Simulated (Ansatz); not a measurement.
`CB(O)Br` + NH₃ → `CB(N)Br` + H₂O at 500 K and 1 bar (ligand exchange at a B–O bond).

Calculated with Ansatz (gas phase, PBE0-D4/def2-TZVP geometries, no zero-point term in ΔE). CBS: MP2 limit from def2 TZ/QZ plus the TZ coupled-cluster correction, frozen cores. This one scheme is used for every species. For Br outer-core shells are correlated without core-valence functions, which leaves a few kJ/mol of doubt a bond. Scalar relativity is left out up to krypton. Each species was taken in one conformer, which may not be the lowest.

| species | CCSD(T)/CBS energy (Eh) | H − E (kJ/mol) | S (J/(mol·K)) |
| --- | --- | --- | --- |
| `CB(O)Br` | -2713.85644 | 184.3 | 364.9 |
| NH₃ | -56.50880 | 108.2 | 211.8 |
| `CB(N)Br` | -2693.98242 | 219.3 | 369.7 |
| H₂O | -76.37941 | 73.2 | 206.3 |

H − E and S are ideal-gas, rigid-rotor, harmonic terms from PBE0-D4/def2-TZVP, for one conformer and one mirror image of each species. 1 Eh = 2625.50 kJ/mol, R = 8.31446 J/(mol·K).

Q: By hand: ΔE, ΔH, ΔS and ΔG.

A: ΔE = (-2693.98242) + (-76.37941) − (-2713.85644) − (-56.50880) = 0.00341 Eh = 9.0 kJ/mol. Δ(H − E) = 219.3 + 73.2 − 184.3 − 108.2 = 0.0, so ΔH = 9.0 kJ/mol. ΔS = 369.7 + 206.3 − 364.9 − 211.8 = -0.7 J/(mol·K). ΔG = 9.0 − 500 × (-0.7)/1000 = 9.3 kJ/mol.

Q: By hand: the equilibrium constant, and the temperature at which ΔG would vanish if ΔH and ΔS stayed fixed.

A: log₁₀ K = −ΔG/(RT ln 10) = -1.0. ΔH and −TΔS have one sign here, so there is no such temperature.

The number of gas molecules stays the same, so ΔS is small and ΔH decides. A doubt of 5 kJ/mol in ΔE shifts log₁₀ K by 0.5 here. Other conformers and mirror images would add mixing entropy, several J/(mol·K) or more a flexible species. These are equilibria of isolated gas molecules and say nothing of rates. Largest T1 diagnostic: 0.010 (customary marks: 0.02 for closed shells, 0.045 for open ones).

ΔS is within the doubt of such terms, so its sign, and with it that verdict, could turn.
